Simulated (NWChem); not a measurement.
The numbers come from NWChem runs, not from measurements. System: CCl2F, charge 0, spin multiplicity 2, at a geometry optimised with UPBE/def2-SVP. The structure started from a generated list of species. Its SCF solution wasn't tested for a lower state. Level: UTPSS/def2-TZVP.

Input file:

```
start mol
memory heap 200 mb stack 900 mb global 1100 mb
geometry units angstroms nocenter noautoz
  F     -1.616713    -0.063758     0.000000
  C     -0.345616     0.328036     0.000000
  Cl     0.488944    -0.041012    -1.481466
  Cl     0.488944    -0.041012     1.481466
  symmetry group Cs
end
basis spherical
  * library def2-tzvp
end
dft
  xc xtpss03 ctpss03
  odft
  mult 2
  semidirect memsize 60000000 filesize 0
  iterations 100
  grid fine
end
task dft energy
```

NWChem printed:

```
             Northwest Computational Chemistry Package (NWChem) 7.3.0
             --------------------------------------------------------

                                NWChem Input Module
                                -------------------

 Scaling coordinates for geometry "geometry" by  1.889725989
 (inverse scale =  0.529177249)

 Turning off AUTOSYM since
 SYMMETRY directive was detected!

                             Geometry "geometry" -> ""
                             -------------------------

 Output coordinates in angstroms (scale by  1.889725989 to convert to a.u.)

  No.       Tag          Charge          X              Y              Z
 ---- ---------------- ---------- -------------- -------------- --------------
    1 F                    9.0000    -1.61671300    -0.06375800     0.00000000
    2 C                    6.0000    -0.34561600     0.32803600     0.00000000
    3 Cl                  17.0000     0.48894400    -0.04101200    -1.48146600
    4 Cl                  17.0000     0.48894400    -0.04101200     1.48146600

 Effective nuclear repulsion energy (a.u.)     198.0342465157

            Nuclear Dipole moment (a.u.)
            ----------------------------
        X                 Y               Z
 ---------------- ---------------- ----------------
    -0.0000321253    -0.0000264562     0.0000000000

      Symmetry information
      --------------------

 Group name             Cs
 Group number              2
 Group order               2
 No. of unique centers     3

      Symmetry unique atoms

     1    2    3


 Summary of "ao basis" -> "" (spherical)
 ------------------------------------------------------------------------------
       Tag                 Description            Shells   Functions and Types
 ---------------- ------------------------------  ------  ---------------------
 *                         def2-tzvp                  on all atoms

                                 NWChem DFT Module
                                 -----------------

 Summary of "ao basis" -> "ao basis" (spherical)
 ------------------------------------------------------------------------------
       Tag                 Description            Shells   Functions and Types
 ---------------- ------------------------------  ------  ---------------------
 F                         def2-tzvp                11       31   5s3p2d1f
 C                         def2-tzvp                11       31   5s3p2d1f
 Cl                        def2-tzvp                13       37   5s5p2d1f

 Summary of "ao basis" -> "ao basis" (spherical)
 ------------------------------------------------------------------------------
       Tag                 Description            Shells   Functions and Types
 ---------------- ------------------------------  ------  ---------------------
 F                         def2-tzvp                11       31   5s3p2d1f
 C                         def2-tzvp                11       31   5s3p2d1f
 Cl                        def2-tzvp                13       37   5s5p2d1f

      Symmetry analysis of basis
      --------------------------

        a'         79
        a"         57

            General Information
            -------------------
          SCF calculation type: DFT
          Wavefunction type:  spin polarized.
          No. of atoms     :     4
          No. of electrons :    49
           Alpha electrons :    25
            Beta electrons :    24
          Charge           :     0
          Spin multiplicity:     2
[...]
    36      0.399447  2 C  s                 38      0.345518  2 C  py
    35      0.337341  2 C  s                 41      0.323183  2 C  py
    44      0.256398  2 C  py                81     -0.223933  3 Cl py
   118     -0.223933  4 Cl py                78     -0.188881  3 Cl py
   115     -0.188881  4 Cl py                 7     -0.177101  1 F  py

 Vector   26  Occ=0.000000D+00  E=-4.277078D-02  Symmetry=a'
              MO Center=  2.8D-01, -1.6D-02,  1.6D-13, r^2= 3.3D+00
   Bfn.  Coefficient  Atom+Function         Bfn.  Coefficient  Atom+Function
  ----- ------------  ---------------      ----- ------------  ---------------
    35      0.804468  2 C  s                 82     -0.402082  3 Cl pz
   119      0.402082  4 Cl pz                67     -0.314699  3 Cl s
   104     -0.314699  4 Cl s                 41     -0.261488  2 C  py
    79     -0.247023  3 Cl pz               116      0.247023  4 Cl pz
    36      0.233821  2 C  s                 38     -0.211503  2 C  py

 Vector   27  Occ=0.000000D+00  E= 2.605541D-02  Symmetry=a"
              MO Center=  2.1D-01,  5.3D-02, -1.1D-13, r^2= 3.4D+00
   Bfn.  Coefficient  Atom+Function         Bfn.  Coefficient  Atom+Function
  ----- ------------  ---------------      ----- ------------  ---------------
    42      0.555074  2 C  pz                67      0.439129  3 Cl s
   104     -0.439129  4 Cl s                 39      0.426796  2 C  pz
    45      0.395089  2 C  pz                82      0.385586  3 Cl pz
   119      0.385586  4 Cl pz                80     -0.332909  3 Cl px
   117      0.332909  4 Cl px                81      0.146483  3 Cl py

   alpha - beta orbital overlaps
   -----------------------------

   alpha      1      2      3      4      5      6      7      8      9     10
    beta      1      2      3      4      5      6      7      8      9     10
 overlap   1.000  1.000  1.000  1.000  1.000  1.000  0.995  0.995  0.994  0.994

   alpha     11     12     13     14     15     16     17     18     19     20
    beta     11     12     13     14     15     16     17     18     19     20
 overlap   0.999  0.999  1.000  0.999  1.000  0.995  0.998  1.000  0.986  0.999

   alpha     21     22     23     24     25     26     27     28     29     30
    beta     21     22     23     24     25     26     27     28     29     30
 overlap   0.976  0.987  0.997  0.998  0.979  0.999  0.999  0.997  0.993  1.000

   alpha     31     32     33     34     35     36     37     38     39     40
    beta     31     32     33     34     35     36     37     38     39     40
 overlap   0.965  0.977  0.992  0.988  0.994  0.994  0.978  0.971  0.997  0.998

   alpha     41     42     43     44     45     46     47     48     49     50
    beta     41     42     43     44     45     46     47     48     49     50
 overlap   0.995  0.998  0.999  0.996  0.997  0.999  0.999  0.999  0.997  0.999

   alpha     51     52     53     54     55     56     57     58     59     60
    beta     51     52     53     54     55     56     57     58     59     60
 overlap   1.000  0.997  0.991  0.990  0.986  0.993  0.995  0.998  1.000  0.993

   alpha     61     62     63     64     65     66     67     68     69     70
    beta     61     62     63     64     65     66     67     68     69     70
 overlap   0.994  0.996  0.996  0.996  0.998  0.993  0.992  0.993  0.997  0.997

   alpha     71     72     73     74     75     76     77     78     79     80
    beta     71     72     73     74     75     76     77     78     79     80
 overlap   1.000  0.999  1.000  0.996  0.999  0.995  0.999  1.000  0.946  0.946

   alpha     81     82     83     84     85     86     87     88     89     90
    beta     81     82     83     84     86     85     87     88     89     90
 overlap   1.000  1.000  0.999  0.983  0.969  0.980  0.970  0.999  0.995  0.997

   alpha     91     92     93     94     95     96     97     98     99    100
    beta     91     92     93     94     95     96     97     98     99    100
 overlap   0.998  0.999  0.998  0.999  0.999  0.994  0.994  0.999  0.996  0.968

   alpha    101    102    103    104    105    106    107    108    109    110
    beta    101    102    103    104    105    106    107    108    109    110
 overlap   0.998  0.967  0.999  0.994  0.997  0.991  0.996  0.999  0.999  1.000

   alpha    111    112    113    114    115    116    117    118    119    120
    beta    111    112    113    114    115    116    117    118    119    120
 overlap   1.000  1.000  1.000  1.000  1.000  1.000  1.000  1.000  1.000  1.000

   alpha    121    122    123    124    125    126    127    128    129    130
    beta    121    122    123    124    125    126    127    128    129    130
 overlap   1.000  1.000  1.000  1.000  1.000  1.000  0.999  1.000  0.999  1.000

   alpha    131    132    133    134    135    136
    beta    131    132    133    134    135    136
 overlap   1.000  1.000  1.000  1.000  1.000  1.000

     --------------------------
     Expectation value of S2:
     --------------------------
      <S2> =      0.7533 (Exact =     0.7500)

 center of mass
 --------------
 x =  -0.01248259 y =  -0.00268011 z =   0.00000000

 moments of inertia (a.u.)
 ------------------
         553.447567337593           2.876655716944           0.000000000000
           2.876655716944         790.280790180345           0.000000000000
           0.000000000000           0.000000000000         247.446087065899

     Multipole analysis of the density
     ---------------------------------

     L   x y z        total         alpha         beta         nuclear
     -   - - -        -----         -----         ----         -------
     0   0 0 0     -0.000000    -25.000000    -24.000000     49.000000

     1   1 0 0      0.114266      0.267484     -0.153186     -0.000032
     1   0 1 0     -0.031309     -0.446875      0.415593     -0.000026
     1   0 0 1     -0.000000     -0.000000     -0.000000      0.000000

     2   2 0 0    -26.478790    -72.026642    -70.043224    115.591077
     2   1 1 0     -0.209316      1.097585      0.244116     -1.551016
     2   1 0 1     -0.000000     -0.000000      0.000000      0.000000
     2   0 2 0    -26.216400    -15.780030    -13.076882      2.640512
     2   0 1 1      0.000000     -0.000000      0.000000      0.000000
     2   0 0 2    -25.148048   -147.369219   -144.255973    266.477145

 Task  times  cpu:       13.9s     wall:       13.9s

 Total times  cpu:       13.9s     wall:       13.9s
```
